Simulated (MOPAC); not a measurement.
MOPAC input (PM3):

```
PM3 PRECISE GNORM=0.05 LET XYZ CHARGE=-1 GEO-OK AUX(PRECISION=9) THREADS=1
HO3Si

Si    0.15049000 1    0.05647700 1    0.00054300 1
O    -0.12839500 1    1.58068100 1   -0.01961900 1
O     1.40525300 1   -0.83930400 1    0.02113900 1
O    -1.29020100 1   -0.81922500 1   -0.00071100 1
H    -2.00010700 1   -0.16789500 1   -0.01406400 1
```

Output:

```
 *******************************************************************************
 **                                                                           **
 **                              MOPAC v23.2.5                                **
 **                                                                           **
 *******************************************************************************
 ** MOPAC's Digital Object Identifier: https://doi.org/10.5281/zenodo.6511958 **
 **                                                                           **
 ** Please cite the open-source release paper for use of this MOPAC version:  **
 ** J. E. Moussa and J. J. P. Stewart (2026)                                  **
 ** MOPAC: An open-source semiempirical molecular orbital program             **
 ** J. Open Source Softw., 11(119), 8025, https://doi.org/10.21105/joss.08025 **
 *******************************************************************************

                              PM3 CALCULATION RESULTS

 *******************************************************************************
 *  PM3        - The PM3 Hamiltonian to be used
 *  GEO-OK     - OVERRIDE INTERATOMIC DISTANCE AND OTHER SAFETY CHECKS
 *
 *
 *
 *                 CHARGE ON SYSTEM = -1
 *
 *
 *
 *  LET        - OVERRIDE SOME SAFETY CHECKS
 *  PRECISE    - TIGHTER CRITERIA TO BE USED
 *  XYZ        - CARTESIAN COORDINATE SYSTEM TO BE USED
 *  GNORM      - EXIT WHEN GRADIENT NORM DROPS BELOW 0.050
 *  AUX        - OUTPUT AUXILIARY INFORMATION
 *******************************************************************************
PM3 PRECISE GNORM=0.05 LET XYZ CHARGE=-1 GEO-OK AUX(PRECISION=9) THREADS=1
 HO3Si

   ATOM   CHEMICAL          X               Y               Z
  NUMBER   SYMBOL      (ANGSTROMS)     (ANGSTROMS)     (ANGSTROMS)

     1      Si          0.15049000  *   0.05647700  *   0.00054300  *
     2       O         -0.12839500  *   1.58068100  *  -0.01961900  *
     3       O          1.40525300  *  -0.83930400  *   0.02113900  *
     4       O         -1.29020100  *  -0.81922500  *  -0.00071100  *
     5       H         -2.00010700  *  -0.16789500  *  -0.01406400  *

          CARTESIAN COORDINATES

    NO.       ATOM           X           Y           Z

     1        Si          0.1505      0.0565      0.0005
     2         O         -0.1284      1.5807     -0.0196
     3         O          1.4053     -0.8393      0.0211
     4         O         -1.2902     -0.8192     -0.0007
     5         H         -2.0001     -0.1679     -0.0141

  H: (PM3): J. J. P. STEWART, J. COMP. CHEM. 10, 209 (1989).
  O: (PM3): J. J. P. STEWART, J. COMP. CHEM. 10, 209 (1989).
 Si: (PM3): J. J. P. STEWART, J. COMP. CHEM. 10, 209 (1989).

           Empirical Formula: H O3 Si  =     5 atoms

      MOLECULAR POINT GROUP   :   Cs

      RHF CALCULATION, NO. OF DOUBLY OCCUPIED LEVELS = 12

          Geometry optimization using EF

          DIAGONAL MATRIX USED AS START HESSIAN

 CYCLE:     1  GRAD.:    51.985 HEAT: -205.3025
 CYCLE:     2  GRAD.:   366.898 HEAT: -184.7186
 CYCLE:     3  GRAD.:   159.650 HEAT: -194.9074
 CYCLE:     4  GRAD.:   104.358 HEAT: -203.2682
 CYCLE:     5  GRAD.:   239.577 HEAT: -191.4425
 CYCLE:     6  GRAD.:    95.701 HEAT: -204.0611
 CYCLE:     7  GRAD.:   300.503 HEAT: -185.9391
 CYCLE:     8  GRAD.:   137.953 HEAT: -201.4282
 CYCLE:     9  GRAD.:   138.007 HEAT: -201.4973
 CYCLE:    10  GRAD.:    16.863 HEAT: -206.7767
 CYCLE:    11  GRAD.:     3.395 HEAT: -206.8734
 CYCLE:    12  GRAD.:     1.804 HEAT: -206.8946
 CYCLE:    13  GRAD.:     1.741 HEAT: -206.9157
 CYCLE:    14  GRAD.:     0.725 HEAT: -206.9197
 CYCLE:    15  GRAD.:     0.131 HEAT: -206.9200
 CYCLE:    16  GRAD.:     0.015 HEAT: -206.9200

     GRADIENT =  0.01542 IS LESS THAN CUTOFF =  0.05000

 -------------------------------------------------------------------------------
 PM3 PRECISE GNORM=0.05 LET XYZ CHARGE=-1 GEO-OK AUX(PRECISION=9) THREADS=1
 HO3Si

     GEOMETRY OPTIMISED USING EIGENVECTOR FOLLOWING (EF).
     SCF FIELD WAS ACHIEVED

                              PM3 CALCULATION
                                                       MOPAC v23.2.5 Linux

          FINAL HEAT OF FORMATION =       -206.92002 KCAL/MOL =    -865.75335 KJ/MOL

          COSMO AREA              =         94.61 SQUARE ANGSTROMS
          COSMO VOLUME            =         80.73 CUBIC ANGSTROMS

          GRADIENT NORM           =          0.01542          =       0.00690 PER ATOM
          IONIZATION POTENTIAL    =          3.721280 EV
          HOMO LUMO ENERGIES (EV) =         -3.721  5.679
          NO. OF FILLED LEVELS    =         12
          MOLECULAR WEIGHT        =         77.0916         POINT GROUP:  Cs

          MOLECULAR DIMENSIONS (Angstroms)

            Atom       Atom       Distance
            H     5    O     3     3.55175
            O     4    O     2     2.59643
            O     3    O     4     0.00000

          SCF CALCULATIONS        =         17

   ATOM   CHEMICAL          X               Y               Z
  NUMBER   SYMBOL      (ANGSTROMS)     (ANGSTROMS)     (ANGSTROMS)

     1      Si          0.15453336  *   0.06317483  *   0.00049642  *
     2       O         -0.11734874  *   1.61376518  *  -0.01991943  *
     3       O          1.42593086  *  -0.85730407  *   0.02151665  *
     4       O         -1.30818381  *  -0.81837221  *  -0.00086525  *
     5       H         -2.07619934  *  -0.26674732  *  -0.01351126  *

                             CARTESIAN COORDINATES

   1   Si        0.154533364     0.063174828     0.000496423
   2    O       -0.117348744     1.613765181    -0.019919427
   3    O        1.425930860    -0.857304073     0.021516651
   4    O       -1.308183809    -0.818372215    -0.000865248
   5    H       -2.076199341    -0.266747323    -0.013511257

           Empirical Formula: H O3 Si  =     5 atoms

      MOLECULAR POINT GROUP   :   Cs

                  EIGENVALUES
 -30.19903 -26.93990 -25.28409 -11.30107  -8.90043  -7.78121  -7.52414  -5.84274
  -5.37340  -4.46008  -4.17223  -3.72128   5.67897   6.97547   8.08836   9.25263
  10.75047

              NET ATOMIC CHARGES AND DIPOLE CONTRIBUTIONS

  ATOM NO.   TYPE          CHARGE      No. of ELECS.   s-Pop       p-Pop
    1         Si           0.762603        3.2374     0.99711     2.24029
    2          O          -0.720261        6.7203     1.87378     4.84648
    3          O          -0.678009        6.6780     1.87166     4.80635
    4          O          -0.524627        6.5246     1.77960     4.74503
    5          H           0.160294        0.8397     0.83971
 DIPOLE           X         Y         Z       TOTAL
 POINT-CHG.    -1.833    -0.671    -0.007     1.952
 HYBRID        -0.703     0.259    -0.009     0.749
 SUM           -2.536    -0.412    -0.015     2.570

          ATOMIC ORBITAL ELECTRON POPULATIONS

     Atom    s        px        py        pz
    1 Si   0.99711   0.73432   0.73678   0.76919
    2  O   1.87378   1.84560   1.33407   1.66680
    3  O   1.87166   1.47641   1.67452   1.65542
    4  O   1.77960   1.27168   1.56499   1.90835
    5  H   0.83971

 **********************
 *                    *
 * JOB ENDED NORMALLY *
 *                    *
 **********************

 == MOPAC DONE ==
```

The dipole moment of an ion depends on the origin.

The geometry given is a B3LYP-D3(BJ)/def2-TZVP minimum.
